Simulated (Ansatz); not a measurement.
Consider the formal exchange of groups at the Al–C bond: `N=[C](O)[AlH][F]` + `C=O` → `O=[CH][AlH][F]` + `N=CO`.

Isolated molecules relaxed with PBE0-D4/def2-TZVP in Ansatz; ΔE leaves out vibrations. CBS: MP2 limit from def2 TZ/QZ plus the TZ coupled-cluster correction, frozen cores. This one scheme is used for every species. One conformer a species, not always the lowest.

| species | CCSD(T)/CBS(def2) energy (Eh) |
| --- | --- |
| `N=[C](O)[AlH][F]` | -511.59636 |
| `C=O` | -114.39408 |
| `O=[CH][AlH][F]` | -456.27101 |
| `N=CO` | -169.71775 |

**Question.** Work out ΔE.

**Answer.** ΔE = (-456.27101) + (-169.71775) − (-511.59636) − (-114.39408) = 0.00168 Eh = +0.05 eV.

Largest T1 diagnostic among the species: 0.015.

In def2-TZVPP, CCSD(T) changes the Hartree–Fock value by +0.05 eV (the triples alone add +0.01 eV) and MP2 by +0.07 eV. At CCSD(T), def2-SVP lies +0.03 eV from the extrapolated value and def2-TZVPP +0.01 eV.
